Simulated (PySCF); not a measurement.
C2H8GaP, SMILES [CH3][Ga]([CH3])[PH2].

Geometry: B3LYP-D3(BJ)/def2-SVP. The structure was generated by enumeration; whether it is a known compound was not checked. Other conformers were not sampled.

The numbers are results of C-PCM-M06-2X/def2-SVP run with PySCF, not measurements.

The values are the electrostatic part of the solvation free energy, E(continuum) − E(gas) at the gas-phase geometry, in a cavity of scaled van der Waals radii (PySCF's table); cavitation and dispersion terms are not included. A continuum can't describe solvent molecules that bind to the metal. In vacuum the orbital gap is 7.38 eV. The dipole moment in vacuum is 1.50 D.

Problem. Estimate the values in water (ε = 78.36), N,N-dimethylformamide (ε = 37.22), diethylether (ε = 4.24). (The exact figures need the calculation; the answer reports its results.)

Solution. 
| solvent | ε | ΔG(elec) (kcal/mol) | dipole (D) | gap (eV) |
|---|---|---|---|---|
| water | 78.36 | -3.1 | 2.12 | 7.73 |
| N,N-dimethylformamide | 37.22 | -3.1 | 2.11 | 7.73 |
| diethylether | 4.24 | -2.3 | 1.94 | 7.64 |
